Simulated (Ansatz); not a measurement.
Zn6Se4Cl4⁺. The state is a doublet with charge 1. Geometry PBE-D4/def2-SVP; atoms count from 1.

```xyz
14

Se    2.617    0.600    0.345
Se   -0.720    2.929   -1.476
Se   -1.382    0.876    1.707
Se   -0.490   -1.519   -1.942
Zn    1.614   -0.436    2.262
Zn   -2.563    1.930   -0.167
Zn    0.483    1.667    0.210
Zn    1.819   -1.278   -1.014
Zn   -1.301    0.691   -2.250
Zn   -0.883   -1.105    0.396
Cl    0.669    0.228    4.117
Cl   -3.665    0.687   -1.740
Cl    3.118   -2.781   -1.906
Cl    0.683   -2.488    1.457
```

Single mean-field runs in def2-TZVP are fitted with def2-universal-jkfit.

Question: Estimate the Mulliken populations from the PBE0/def2-TZVP orbitals of Ansatz.

Answer: 
```
atom  charge (e)  spin (α − β)  d electrons
 Se1       -0.28          0.03            –
 Se2       -0.23          0.21            –
 Se3       -0.21          0.33            –
 Se4       -0.22          0.08            –
 Zn5        0.51         -0.01        10.12
 Zn6        0.45          0.02        10.10
 Zn7        0.51         -0.01        10.08
 Zn8        0.48         -0.01        10.11
 Zn9        0.46         -0.01        10.10
Zn10        0.50         -0.01        10.10
Cl11       -0.24          0.20            –
Cl12       -0.23          0.01            –
Cl13       -0.26          0.17            –
Cl14       -0.24          0.00            –
```
Mulliken values depend strongly on the basis.

Question: Where does the spin sit?

Answer: Summed by element: Se 0.66, Zn -0.03, Cl 0.37, of 1 unpaired in all. Largest on single atoms: Se3 0.33, Se2 0.21, Cl11 0.20.

Question: And the Mayer bond orders between heavy atoms (over 0.3)?

Answer: Se1–Zn5 0.84 (2.40 Å); Se1–Zn7 0.79 (2.39 Å); Se1–Zn8 0.66 (2.45 Å); Se2–Zn6 0.74 (2.47 Å); Se2–Zn7 0.68 (2.43 Å); Se2–Zn9 0.72 (2.44 Å); Se3–Zn6 0.71 (2.45 Å); Se3–Zn7 0.52 (2.52 Å); Se3–Zn10 0.70 (2.43 Å); Se4–Zn8 0.57 (2.50 Å); Se4–Zn9 0.89 (2.37 Å); Se4–Zn10 0.79 (2.41 Å); Zn5–Cl11 0.85 (2.19 Å); Zn5–Cl14 0.51 (2.39 Å); Zn6–Cl12 0.69 (2.29 Å); Zn8–Cl13 0.95 (2.18 Å); Zn9–Cl12 0.48 (2.42 Å); Zn10–Cl14 0.59 (2.34 Å).
